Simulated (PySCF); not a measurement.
SMILES C=Cc1ccc(O[SiH3])cc1 (C₈H₁₀OSi), GFN2-xTB optimised geometry. Atoms within 1.6 Å of the plane z = 0.0 Å (x, y, z in Å): C1 (-3.85, -0.98, -0.04), C2 (-3.02, 0.05, 0.00), C3 (-1.56, 0.00, 0.00), C4 (-0.84, 1.20, 0.00), C5 (0.54, 1.21, 0.00), C6 (1.24, 0.01, 0.00), O7 (2.59, 0.06, 0.00), Si8 (3.77, -1.06, -0.01), C9 (0.54, -1.19, 0.00), C10 (-0.84, -1.19, 0.00), H11 (-4.92, -0.83, -0.04), H12 (-3.52, -2.00, -0.08), H13 (-3.43, 1.06, 0.03), H14 (-1.38, 2.14, 0.00), H15 (1.09, 2.14, 0.00), H16 (3.69, -1.91, 1.18), H17 (3.69, -1.90, -1.20), H18 (4.92, -0.17, -0.01), H19 (1.09, -2.12, 0.00), H20 (-1.36, -2.14, 0.00).

Computed with PBE/def2-SVP (PySCF). Cells within 0.4 Å of a nucleus heavier than hydrogen are left out (blank, or x).

Map of the deformation density (molecule minus spherical neutral atoms) (e/bohr³) on the plane z = 0.0 Å:

```
|22222222222222222222222222222|
|22222222222222222222222222222|
|22222222222222222222222222222|
|22222222222222222222222222222|
|22222222222222222222222222222|
|22222222222222222222222222222|
|22222222222222222222222222222|
|22222222222222222222222222222|
|22222222222111111122222222222|
|22222222221121111112222222222|
|22222221111661139212222222222|
|222222111113x55x6212222222222|
|222221174103xx7x5112222222222|
|22221115622661039215311222222|
|22211114x77x2000xx5x212441222|
|22212439422661039213512652222|
|222148xx1003xx7x51111xx222222|
|222122572113x45x6211111011222|
|22221137211661139211121112222|
|22222111111121111111111112222|
|22222221222111111122222222222|
|22222222222222222222222222222|
|22222222222222222222222222222|
|22222222222222222222222222222|
|22222222222222222222222222222|
|22222222222222222222222222222|
|22222222222222222222222222222|
|22222222222222222222222222222|
|22222222222222222222222222222|
```
Scale: ten equal steps from -0.031 (start of '0') to 0.109 (end of '9'), in the order '0123456789'; x runs from -7.00 to 7.00, y from -7.00 (bottom) to 7.00 (top).
